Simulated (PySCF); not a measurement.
Ne³⁺ (neon, charge +3): UHF calculation

Configuration: [He] 2s2 2p3, high-spin 4S determinant. All numbers are calculated (PySCF 2.14, no relativity, point nucleus, in cc-pVTZ (4s3p2d1f, 30 functions)).

```
Total energy                                     : -124.093557 hartree
One-electron energy                              : -157.1009 hartree
Hartree (Coulomb) energy                         : 43.5046 hartree
Exchange energy                                  : -10.4973 hartree
Kinetic energy                                   : 124.13817 hartree
⟨S²⟩                                             : 3.7529
⟨L²⟩                                             : 0.000
Sum of ⟨r⟩                                       : 4.144 bohr
Sum of ⟨r²⟩                                      : 3.638 bohr²
Density at the nucleus (Gaussians lack the cusp) : 606 bohr⁻³
Spin density at the nucleus                      : 0.250 bohr⁻³
Langevin diamagnetic susceptibility              : -2.88 ×10⁻⁶ cm³/mol
Time after the integrals                         : 0.06 s of wall time on 1 thread of Neoverse-V1 (shared host)
```

```csv
shell,electrons,mean orbital energy (eV),"rms radius, mean of both spins (bohr)"
1s α,1,-977.96,0.182
1s β,1,-971.74,0.182
2s α,1,-126.75,0.872
2s β,1,-106.87,0.872
2p α,3,-98.422,0.827
```
